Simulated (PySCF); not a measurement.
CF2, neutral, multiplicity 1. Atoms are numbered in the order given.

```xyz
3

F      0.0000    -1.0325     0.1990
C      0.0000     0.0000    -0.5969
F      0.0000     1.0325     0.1990
```
Charge 0, spin multiplicity 1.

The structure is a stationary point at B3LYP-D3(BJ)/def2-TZVP. The isomer is the one that the SMILES or the coordinates give; other isomers of the formula were not compared.

Computed with PBE0/pcSseg-2 (PySCF).

GIAO shieldings, no solvent; atoms alike by connectivity are averaged. δ = σ(ref) − σ: ¹⁹F against CFCl3 (σ = 165.8 ppm); ¹³C against TMS (σ = 186.1 ppm), references at their B3LYP-D3(BJ)/def2-TZVP geometries, non-relativistic.

```
nucleus   atoms  count  δ (ppm)
-------  ------  -----  -------
¹⁹F      F1, F3      2    243.6
¹³C          C2      1    329.6
```
